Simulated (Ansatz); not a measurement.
Reaction (redistribution): `C[Si](F)(F)[SiH3]` + `[Cl][Sn]([Cl])([Cl])[Cl]` → `[SiH3][Sn]([Cl])([Cl])[Cl]` + `C[Si](F)(F)Cl`

Isolated molecules relaxed with PBE0-D4/def2-TZVP in Ansatz; ΔE leaves out vibrations. CBS: MP2 limit from def2 TZ/QZ plus the TZ coupled-cluster correction, frozen cores. Functionals use def2-TZVPP. Elements past krypton have def2 core potentials. For Sn outer-core shells are correlated without core-valence functions, which leaves a few kJ/mol of doubt a bond.

`C[Si](F)(F)[SiH3]`:

Cartesian coordinates in Å:
```
C 0.095 -1.027 1.431
Si -0.232 -0.656 -0.349
F 0.683 -1.612 -1.244
F -1.743 -1.053 -0.683
Si 0.119 1.558 -1.035
H -0.101 -2.082 1.639
H 1.135 -0.813 1.687
H -0.548 -0.424 2.077
H 1.536 1.938 -0.787
H -0.182 1.705 -2.483
H -0.762 2.467 -0.254
```

`[Cl][Sn]([Cl])([Cl])[Cl]`:

Z-matrix (Å, degrees):
```
Sn
Cl 1 2.288
Cl 1 2.288 2 109.5
Cl 1 2.287 2 109.5 3 120.0
Cl 1 2.288 2 109.5 3 -120.0
```

`[SiH3][Sn]([Cl])([Cl])[Cl]`:

Z-matrix (Å, degrees):
```
Si
Sn 1 2.565
H 1 1.481 2 107.0
H 1 1.481 2 106.9 3 -120.0
H 1 1.481 2 107.0 3 120.0
Cl 2 2.317 1 112.8 3 180.0
Cl 2 2.316 1 112.9 3 -60.0
Cl 2 2.317 1 112.8 3 60.0
```

`C[Si](F)(F)Cl`:

Z-matrix (Å, degrees):
```
C
Si 1 1.832
H 1 1.091 2 110.4
H 1 1.092 2 110.1 3 120.0
H 1 1.092 2 110.4 3 -120.0
F 2 1.582 1 111.0 3 -179.3
F 2 1.582 1 111.0 3 -61.0
Cl 2 2.029 1 112.6 3 59.9
```

| species | ωB97M-V energy (Eh) |
| --- | --- |
| `C[Si](F)(F)[SiH3]` | -820.53680 |
| `[Cl][Sn]([Cl])([Cl])[Cl]` | -2055.21187 |
| `[SiH3][Sn]([Cl])([Cl])[Cl]` | -1886.25509 |
| `C[Si](F)(F)Cl` | -989.52869 |

Problem. Work out ΔE.

Solution. ΔE = (-1886.25509) + (-989.52869) − (-820.53680) − (-2055.21187) = -0.03511 Eh = -0.96 eV. CCSD(T)/CBS gives -0.91 eV.

Largest T1 diagnostic among the species: 0.012.

Leaving LDA and LC-ωPBE aside and taking each functional with its dispersion term where it has one, the values, not all of them listed here, spread over 0.12 eV, from r2SCAN0-D4 to revPBE-D4. LDA lies −0.08 eV from PBE without D4. From PBE to PBE0 (25 % exact exchange), in def2-TZVPP and without D4, ΔE moves by −0.04 eV.
